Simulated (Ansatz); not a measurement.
One change: `Cl[SiH2][SeH]` becomes `S[SiH2]Cl`.

Ansatz, PBE0-D4/def2-TZVP geometries, multiplicity 1. Each molecule was computed in one conformer, which needn't be the lowest.

Scalar relativity is left out up to krypton.

```csv
property,`Cl[SiH2][SeH]`
HOMO energy (PBE/def2-TZVPP) / eV,-6.17
HOMO–LUMO gap (PBE0/def2-TZVPP) / eV,6.96
LUMO energy (B3LYP/def2-TZVPP) / eV,-0.58
HOMO energy (B3LYP/def2-TZVPP) / eV,-7.09
HOMO–LUMO gap (PBE/def2-TZVPP) / eV,4.93
HOMO–LUMO gap (B3LYP/def2-TZVPP) / eV,6.51
```

(1) What does the change do to each property? (Estimate.)

## Answers

(1) The calculation gave: 
| property | `S[SiH2]Cl` | shift |
| --- | --- | --- |
| HOMO energy (PBE/def2-TZVPP) / eV | -6.69 | -0.52 |
| HOMO–LUMO gap (PBE0/def2-TZVPP) / eV | 7.94 | 0.98 |
| LUMO energy (B3LYP/def2-TZVPP) / eV | -0.25 | 0.33 |
| HOMO energy (B3LYP/def2-TZVPP) / eV | -7.66 | -0.57 |
| HOMO–LUMO gap (PBE/def2-TZVPP) / eV | 5.75 | 0.82 |
| HOMO–LUMO gap (B3LYP/def2-TZVPP) / eV | 7.41 | 0.90 |

With PBE0 the HOMO falls by 0.59 eV and the LUMO rises by 0.38 eV, so the gap widens by about 0.97 eV. PBE moves the HOMO by -0.52 eV and ωB97M-V by -0.62 eV.

B3LYP here is the variant with VWN-RPA as its local correlation; programs differ in this.

Spin–orbit coupling is left out; it splits and shifts lone-pair levels of the heavy atoms by tenths of an eV.
